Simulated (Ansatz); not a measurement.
C3H7AlSn, relaxed with RKS PBE-D4/def2-SVP in the Gaussian-basis code of Ansatz from a rough embedded geometry. The force threshold is 0.03 eV/Å; the program also tests the step.

Total charge 0; spin multiplicity 1. Sn: def2 effective core potential. The bonds changed during the relaxation, so this is another structure than the one it started from.

Start:

```xyz
12

Al    0.152   -1.433   -2.391
C     0.715    0.277   -1.709
C     0.268    0.401   -0.325
C    -0.009    0.569    0.888
Sn   -0.675    0.753    2.838
H     1.229   -2.558   -2.922
H    -1.396   -1.860   -2.411
H     0.286    1.084   -2.283
H     1.864    0.344   -1.789
H     0.198   -0.423    3.800
H    -2.378    0.479    2.916
H    -0.254    2.368    3.388
```

(1) How much energy does the relaxation release, and in how many steps? (Best estimate.)

(2) Which bonds change most? (Best estimate.)

(3) Give the relaxed structure. (Estimate.)

Answers

(1) Ansatz gave: 0.70 eV, in 19 steps, 1 of them rejected.

(2) Computed: Al1–C4 from 3.846 to 2.135 Å; Al1–C3 from 2.766 to 2.088 Å; Al1–C2 from 1.925 to 2.240 Å; C2–C3 from 1.460 to 1.387 Å.

(3) Computed: 
```xyz
12

Al   -0.095   -1.214   -1.266
C     0.873    0.692   -1.937
C     0.463    0.689   -0.612
C    -0.077    0.119    0.402
Sn   -0.612    0.356    2.447
H     1.015   -2.351   -1.132
H    -1.544   -1.330   -1.922
H     0.280    1.255   -2.679
H     1.949    0.587   -2.161
H     0.238   -0.850    3.334
H    -2.312    0.106    2.554
H    -0.179    1.941    2.973
```
